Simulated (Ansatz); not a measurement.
Wavefunction ladder for `[CH3][AlH][S][GeH3]`

Cartesian coordinates in Å:
```
C 1.3251 -0.0521 1.0920
Al -0.5680 -0.0200 1.5495
S -2.1070 0.0513 0.0007
Ge -0.8617 0.0581 -1.8417
H 1.9518 -0.0766 1.9870
H 1.5744 -0.9280 0.4845
H 1.6101 0.8283 0.5072
H -1.1279 -0.0415 3.0298
H 0.0014 -1.2121 -1.9147
H -1.8447 0.0945 -3.0193
H 0.0464 1.2982 -1.8750
```

Total charge 0; spin multiplicity 1. Correlated methods include outer-core shells of Ge, which these sets cover unevenly. Scalar relativity is left out up to krypton. The geometry is a stationary point of PBE0-D4/def2-TZVP. It is one conformer, not always the lowest. Frozen core, restricted reference, the Gaussian-basis code of Ansatz.

| basis | HF (Eh) | MP2 corr. | CCSD corr. | (T) | CCSD(T) total |
| --- | --- | --- | --- | --- | --- |
| def2-SVP | ? | ? | -0.62375 | -0.01798 | ? |
| def2-TZVPP | -2756.86173 | ? | -0.74858 | ? | ? |
| def2-QZVPP | -2756.92396 | -0.99501 | – | – | – |

(1) Fill in the withheld values. (Estimate.)

Results:

(1) Ansatz gave: def2-SVP HF (Eh): -2756.33000; def2-SVP MP2 corr.: -0.57438; def2-SVP CCSD(T) total: -2756.97173; def2-TZVPP MP2 corr.: -0.69795; def2-TZVPP (T): -0.02971; def2-TZVPP CCSD(T) total: -2757.64002.
